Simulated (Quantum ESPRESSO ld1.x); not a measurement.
The neon ion Ne2+, configuration [He] 2s2 2p4. Calculated with ld1.x of Quantum ESPRESSO 7.5: Dirac Kohn-Sham, LDA (Slater exchange, Perdew-Zunger correlation), spin-unpolarised, spherical densities, point nucleus; open shells are shared between the two j in proportion to 2j + 1; speed of light set to 685.18 atomic units (5 times the physical value, a model run).

Radial electron density D(r) = 4 pi r^2 rho(r):

```
   r/bohr * D(r) (the largest magnitude, 10.7, reaches the edge; | marks zero)
  0.00638 |*
 0.008176 | *
  0.01039 |   *
  0.01321 |    *
  0.01693 |       *
  0.02152 |           *
  0.02736 |                *
  0.03506 |                       *
  0.04457 |                                *
  0.05667 |                                         *
  0.07261 |                                                 *
  0.09231 |                                                      *
   0.1183 |                                                      *
   0.1504 |                                                *
   0.1912 |                                      *
    0.245 |                            *
   0.3114 |                        *
   0.3959 |                           *
   0.5073 |                                 *
   0.6449 |                                   *
   0.8199 |                              *
    1.051 |                   *
    1.336 |         *
    1.698 |  *
    2.176 |*
    2.766 *
    3.516 *
```

D(r) has 2 maxima, at r = 0.104, 0.615 bohr, and minima at 0.314 bohr, inside which lie 2.22 electrons.
